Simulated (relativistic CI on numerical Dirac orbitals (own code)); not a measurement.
**Spin-allowed bands of a d3 ion in an octahedral site, by hand**

Problem. Take Δ = 19850 cm⁻¹ and B = 450 cm⁻¹ for a d3 ion in an octahedral site. Calculate the three spin-allowed bands.

Working.
1. The terms of highest spin are 4F (energy 0) and 4P (15B = 6750 cm⁻¹). Here the F term splits into A2 at −1.2Δ = -23820, T2 at −0.2Δ = -3970 and T1 at +0.6Δ = 11910 cm⁻¹.
2. The two T1 states mix through the element 0.4Δ: H = [[11910, 7940], [7940, 6750]], with roots ½(H₁₁ + H₂₂) ∓ ½√[(H₂₂ − H₁₁)² + 4H₁₂²] = ½(18660) ∓ ½(16697) = 981 and 17679 cm⁻¹.
3. The ground term is 4A2 at -23820 cm⁻¹.
4. Bands: 4T2 19850 cm⁻¹ (504 nm), 4T1(F) 24801 cm⁻¹ (403 nm), 4T1(P) 41499 cm⁻¹ (241 nm).

Check. Exact diagonalisation of the whole d3 shell with these parameters gives 4T2 19850, 4T1 24801, 4T1 41499 cm⁻¹. The match is exact, since without spin-orbit coupling no other term has this spin. The ratio of the second band to the first, 1.249, depends on Δ/B = 44.1 alone, which is how a Tanabe-Sugano diagram is read.
